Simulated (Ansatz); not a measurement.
Species: tetrabromosilane, SiBr₄, charge 0, multiplicity 1. 
Geometry from a B3LYP-D3(BJ)/def2-TZVP (Ansatz, a first-principles code) optimisation:
SMILES: Br[Si](Br)(Br)Br
```xyz
5

Si     0.0000     0.0000     0.0000
Br    -1.0058     1.9635    -0.1119
Br     1.8535     0.0526    -1.2005
Br     0.4980    -0.4533     2.1038
Br    -1.3457    -1.5628    -0.7913
```

Basis-set convergence of Hartree-Fock and MP2 correlation energies (hartree) with Ansatz. Correlated levels leave the core frozen unless marked. Spin-orbit coupling is left out. Frozen are the shells of the preceding noble gas and the d and f shells that filled before the atom's block. No relativistic terms.

| basis | functions | E(HF) | E(corr, MP2) |
|---|---|---|---|
| def2-SVP | 146 | -10577.43446 | -0.56542 |
| def2-TZVPP | 234 | -10578.80634 | -0.75391 |
| def2-QZVPP | 426 | -10579.01237 | -0.83583 |

Extrapolating the two largest sets (X = 3 and 4) as X^-3: E(corr) = (64·(-0.83583) - 27·(-0.75391))/37 = -0.8956 Eh, an estimate of the basis-set limit. The largest set recovers 93.3 % of it, the smallest 63.1 %.
